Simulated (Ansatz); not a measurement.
A search over several starts for the lowest SCF solution of (ClMg-mu-F)2 (Mg₂Cl₂F₂) at the given spin, in a small basis.

```yaml
crystal:
  periodic: [false, false, false]
  atoms:
    - {symbol: Mg, position_ang: [1.138118, -0.120837, 0.894082]}
    - {symbol: Cl, position_ang: [2.864713, -0.302412, 2.247654]}
    - {symbol: F, position_ang: [0.765233, 0.170375, -0.952749]}
    - {symbol: Mg, position_ang: [-1.139693, 0.117876, -0.892454]}
    - {symbol: Cl, position_ang: [-2.861864, 0.303366, -2.251172]}
    - {symbol: F, position_ang: [-0.766508, -0.168369, 0.954639]}
basis:
  gaussian: {orbitals: def2-SVP, initial_orbitals: start.molden}
hamiltonian: {xc: pbe0, dispersion: d4}
output: {orbitals: {seedname: orbitals}}
```

The file start.molden holds the orbitals of an earlier run on this structure, at another level or in another basis.

```sh
$ ansatz run in.yaml --threads 4 --pin off --events-out ev --progress --plain --max-ram 3916MiB
```

Output, abridged:

```
Functional definition: PBE0
872 factors; integrals over basis functions are off by at most 2.2e-4 eV
mean field evaluation 1: about -41343.1032 eV, gradient 4.1e0 eV
mean field evaluation 2: about -41343.1180 eV, gradient 2.7e-2 eV
mean field evaluation 4: about -41343.3132 eV, gradient 1.3e-3 eV
mean field evaluation 8: about -41338.4033 eV, gradient 5.1e1 eV
mean field evaluation 16: about -41343.3131 eV, gradient 4.3e-3 eV
mean field -41343.31316891 eV, -1519.3387354532 hartree, gradient 5.2e-5 eV, S^2 0.000000; 1 other end points of the search recorded, 0 dependent functions left out
reference -41343.31320924 eV, -1519.3387369355 hartree; 38, 38 occupied and 62, 62 virtual orbitals, 872 factors
Total energy: -41343.41978826 eV, -1519.3426536419 hartree
```

Run time 2.9 s (4 threads of Arm Neoverse N1 on a shared host).
